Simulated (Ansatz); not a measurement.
**Redistribution: CHBr2Cl + CBrClF2 → CHBrCl2 + CBr2F2**

Species: CHBr2Cl (chlorodibromomethane) `ClC(Br)Br`, singlet; CBrClF2 `FC(F)(Cl)Br`, singlet; CHBrCl2 (bromodichloromethane) `ClC(Cl)Br`, singlet; CBr2F2 `FC(F)(Br)Br`, singlet. The partners trade Br for Cl; both sit on C, so the bond types are kept.

Shapes, held fixed at every level: PBE0-D4/def2-TZVP. Programs: Ansatz 0.2.0. The zero-point and thermal change to 298 K, harmonic and unscaled (PBE0-D4/def2-TZVP), is 0.0 kJ/mol.

(1) Estimate the reaction enthalpy at 298 K.

Results:

(1) From tabulated heats of formation (Active Thermochemical Tables), ΔH(298 K) = +9.2 kJ/mol. Nearest: MP2/def2-TZVPP (-1.4); farthest: PBE-D4/def2-TZVPP (-5.1). 7 of 7 levels lie within 10 kJ/mol. Relativity is left out for Br. Outer-core shells of Br are correlated, in sets that cover them unevenly.

```tsv
level	kind	ΔH (kJ/mol)	computed − measured
SPW92/def2-TZVPP	LDA	+4.6	-4.6
PBE-D4/def2-TZVPP	GGA	+4.1	-5.1
B3LYP-D4/def2-TZVPP	global hybrid	+4.6	-4.6
MP2/def2-TZVPP	perturbation theory	+7.8	-1.4
CCSD(T)/def2-SVP	coupled cluster or CI	+10.9	+1.7
CCSD/def2-SVP	coupled cluster or CI	+11.1	+1.9
CCSD(T)/def2-TZVPP	coupled cluster or CI	+7.1	-2.1
```
